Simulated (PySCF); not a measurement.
# Excitation energy of H by level of theory

H 1s1 (2S) → H 2p1 (2P), as a difference of total energies. Computed with PySCF 2.14 in aug-cc-pVDZ (3s2p, 9 functions), with the non-relativistic Hamiltonian (point nucleus). The calculations carry no spin-orbit coupling.

```
 method  excitation energy (eV)  error (eV)
    UHF                  12.285      +2.086
    LDA                  11.444      +1.245
    PBE                  11.603      +1.404
   PBE0                  11.765      +1.566
 r2SCAN                  11.795      +1.596
   BLYP                  11.564      +1.365
r2SCAN0                  11.917      +1.718
  B3LYP                  11.713      +1.514
   ROHF                  12.285      +2.086
```

Reference: 10.199 eV (measured; NIST levels, between the centres of gravity of the two terms).

The promoted electron is Rydberg-like, and one or two diffuse shells describe it only roughly, which tends to raise the upper state.

In the upper state the promoted electron has a positive orbital energy at LDA, PBE, PBE0, r2SCAN, BLYP, r2SCAN0, B3LYP, so the basis confines it.
